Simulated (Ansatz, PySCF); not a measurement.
The Ansatz (a program for electronic structure) input:
Ansatz 0.2 input:
```yaml
crystal:
  periodic: [false, false, false]
  atoms:
    - {symbol: N, position_ang: [-0.00000000, -0.00000000, -0.12795744]}
    - {symbol: H, position_ang: [0.00000000, 0.00000000, 0.89570205]}
basis:
  gaussian:
    orbitals: def2-SVP
magnetization: {spin_polarized: false}
correlation: {method: mp2, electrons: outside_noble_gas}
accuracy: high
```

Q: Write the same job for PySCF.

A: Several could match; the one computed here: 
```python
from pyscf import gto, scf, mp

mol = gto.M(
    atom='''
N    -0.00000000   -0.00000000   -0.12795744
H     0.00000000    0.00000000    0.89570205
''',
    basis='def2-svp',
    verbose=3,
)

mf = scf.RHF(mol)
mf.kernel()

pt = mp.MP2(mf, frozen=1)
pt.kernel()
print('E(MP2) = %.10f' % pt.e_tot)
```

Both were run: Ansatz gave -54.924373 Eh and PySCF -54.924373 Eh, 0.000 mEh apart.
